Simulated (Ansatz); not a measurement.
Zr₃O₅. The state is a singlet with charge 0. Geometry PBE0-D4/def2-SVP.

```xyz
8

Zr   -0.367   -1.266    0.128
Zr    1.850    0.837   -0.818
Zr   -1.356    1.502   -0.826
O     2.371    1.532    0.687
O     0.304    1.902   -1.590
O    -0.462   -2.748    1.419
O    -1.746   -0.331   -1.029
O    -0.593   -1.428    2.028
```

In the def2 sets Zr takes a core potential; there is no spin–orbit coupling. The structure holds one bond between oxygen atoms, so isomers without such links may lie far lower. The restricted singlet is unstable towards broken spin symmetry in Hartree–Fock (as tested in another run); at LDA (SPW92)/def2-TZVP, PBE-D4/def2-TZVP, r2SCAN-D4/def2-TZVP, PBE0-D4/def2-TZVP and others this wasn't settled. Another isomer (singlet) lies 5.89 eV lower at PBE0-D4/def2-TZVP; other spin states weren't run for this one.

(1) Estimate the orbital energies around the gap (eV) in Ansatz with LDA (SPW92)/def2-TZVP, PBE-D4/def2-TZVP, r2SCAN-D4/def2-TZVP, PBE0-D4/def2-TZVP, BHLYP-D4/def2-TZVP.

Answers

(1) 
```tsv
orbital	LDA (SPW92)/def2-TZVP	PBE-D4/def2-TZVP	r2SCAN-D4/def2-TZVP	PBE0-D4/def2-TZVP	BHLYP-D4/def2-TZVP
HOMO−9	-9.22	-8.90	-9.15	-10.41	-11.86
HOMO−8	-9.01	-8.71	-8.96	-10.22	-11.68
HOMO−7	-8.47	-8.17	-8.44	-9.69	-11.17
HOMO−6	-7.53	-7.25	-7.45	-8.67	-10.04
HOMO−5	-7.38	-7.11	-7.32	-8.57	-10.00
HOMO−4	-7.12	-6.86	-7.09	-8.35	-9.79
HOMO−3	-6.99	-6.73	-6.92	-8.16	-9.63
HOMO−2	-5.73	-5.46	-5.59	-6.82	-8.31
HOMO−1	-5.15	-4.91	-5.00	-5.81	-6.71
HOMO	-4.30	-4.09	-4.16	-4.84	-5.57
LUMO	-3.80	-3.50	-3.27	-2.75	-2.09
LUMO+1	-3.46	-3.20	-2.97	-2.44	-1.70
LUMO+2	-3.14	-2.87	-2.66	-2.14	-1.64
LUMO+3	-2.87	-2.62	-2.41	-2.00	-1.28
LUMO+4	-2.81	-2.54	-2.32	-1.76	-1.01
LUMO+5	-2.34	-2.03	-1.74	-1.25	-0.53
```
